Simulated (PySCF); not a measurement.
## From computed data to an observable: dipole moment from atomic charges

B(Cl)(OH)(SH) (BClH2OS), SMILES OB(S)Cl. Atoms are numbered in the order given.

```xyz
6

B      0.3719     0.0088     0.0000
Cl    -0.5587     1.5302     0.0000
O      1.7212     0.0208     0.0000
H      2.0992     0.9106     0.0000
S     -0.5489    -1.5498     0.0000
H      0.5517    -2.3379     0.0000
```

Coordinates come from a B3LYP-D3(BJ)/def2-SVP optimisation. One conformer was computed; it need not be the lowest.

Charges (e) from r2SCAN/def2-TZVPD (PySCF):

```tsv
atom	ESP fit	IAO
B1	0.206	0.218
Cl2	-0.108	-0.121
O3	-0.498	-0.535
H4	0.406	0.388
S5	-0.216	-0.068
H6	0.209	0.117
```

The dipole moment of the full density is 1.66 D.

**Question.** What dipole moment does each set of point charges give, and which comes closer to that of the density?

**Answer.** 
μ = Σ q r, and 1 e Å = 4.8032 D.
ESP fit: Σ q r = (0.366, 0.042, 0.000) e Å, |μ| = 1.77 D.
IAO: Σ q r = (0.144, -0.009, 0.000) e Å, |μ| = 0.69 D.
ESP fit comes closer in size. Point charges leave out the atoms' own dipoles (lone pairs, polarised bonds); fits to the potential absorb them, partitions of the density don't.
